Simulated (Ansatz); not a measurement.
Relaxation of BClH6N2O (11 atoms, charge 0, multiplicity 1), to a largest force component of 0.03 eV/Å in at most 50 steps.

Theory: RKS B3LYP-D4/def2-SVP (Ansatz).

```xyz
11
Properties=species:S:1:pos:R:3
B -0.012 -0.200 -0.134
Cl -0.033 -0.914 1.564
N 1.223 -0.091 -0.787
H 2.088 -0.147 -0.265
H 1.318 0.379 -1.678
N -1.286 0.070 -0.711
H -2.120 -0.341 -0.311
H -1.379 0.288 -1.696
O -0.196 2.204 0.900
H -0.920 1.823 0.380
H -0.208 1.646 1.711
```

Q: Where does it end, and by what steps?

A: It converged. After 12 steps the energy has fallen by 0.104 eV; O9 moved furthest, 0.36 Å.

| step | energy less start (eV) | largest force component (eV/Å) | accepted |
| --- | --- | --- | --- |
| 0 | 0.0000 | 0.821 | yes |
| 1 | -0.0662 | 0.982 | yes |
| 2 | -0.0856 | 0.830 | yes |
| 3 | -0.0421 | 0.967 | no |
| 4 | -0.0895 | 0.787 | yes |
| 5 | -0.0967 | 0.133 | yes |
| 6 | -0.1028 | 0.181 | yes |
| 7 | -0.1031 | 0.123 | yes |
| 8 | -0.1010 | 0.113 | no |
| 9 | -0.1039 | 0.075 | yes |
| 10 | -0.1039 | 0.061 | yes |
| 11 | -0.1040 | 0.076 | yes |
| 12 | -0.1042 | 0.006 | yes |

```xyz
11
Properties=species:S:1:pos:R:3
B 0.040 -0.318 -0.172
Cl 0.047 -1.018 1.492
N 1.262 -0.171 -0.842
H 2.144 -0.335 -0.377
H 1.348 0.276 -1.746
N -1.224 0.062 -0.701
H -2.080 -0.276 -0.278
H -1.339 0.348 -1.666
O -0.445 2.431 1.032
H -0.924 1.849 0.419
H -0.353 1.868 1.813
```

Run time: 71 s on 2 threads of Intel(R) Xeon(R) Platinum 8259CL CPU @ 2.50GHz (Skylake/Cascade Lake) (shared host), peak memory 0.25 GiB.
